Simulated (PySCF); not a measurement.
## Solvent effects on NMR parameters

Atom-mapped SMILES (the numbers label the heavy atoms): `[CH3:1][CH:2]([CH3:3])[O:4][CH:5]1[CH2:6][O:7][CH2:8]1`. Each H is labelled by its parent atom. Ha(C6), Ha(C8) are cis to O4 on the ring; Hb(C6), Hb(C8) are trans to O4 on the ring.

GIAO PBE0/pcSseg-1 in PySCF on one PBE0-D3(BJ)/def2-SVP conformer, non-relativistic, equivalent nuclei averaged. Solvents enter as an IEF-PCM continuum (benzene with ε = 2.3, acetonitrile with ε = 35.7) around the gas-phase geometry. Shifts are referred to TMS computed in the same medium.

In benzene, δ in ppm: C6/C8 82.6, C2 74.8, C5 74.1, C1/C3 24.3, Hb(C6)/Hb(C8) 4.73, Ha(C6)/Ha(C8) 4.63, H(C5) 4.24, H(C2) 3.21, H(C1)/H(C3) 1.00. Dipole moment 2.97 D.

Q: How does each δ change in the more polar medium?

A: 
```tsv
atoms	environment	Δδ, acetonitrile
C6/C8	sp3 CH2 bonded to O	+1.1
C2	sp3 CH bonded to O	+0.4
C5	sp3 CH bonded to O	+0.2
C1/C3	methyl carbon	+0.2
Hb(C6)/Hb(C8)	hydrogen on an sp3 CH2 bonded to O	+0.12
Ha(C6)/Ha(C8)	hydrogen on an sp3 CH2 bonded to O	0.00
H(C5)	hydrogen on an sp3 CH bonded to O	+0.20
H(C2)	hydrogen on an sp3 CH bonded to O	+0.13
H(C1)/H(C3)	hydrogen on a methyl carbon	+0.01
```

Changes are relative to benzene. The dipole moment becomes 3.39 D in acetonitrile.

Q: Which nuclei move most (in ppm), and what does the model miss?

A: C6/C8 (sp3 CH2 bonded to O, +1.1 ppm) in acetonitrile. A continuum only polarises the solute; specific hydrogen bonds, the anisotropy of aromatic solvents and changes of geometry or conformer are outside it.
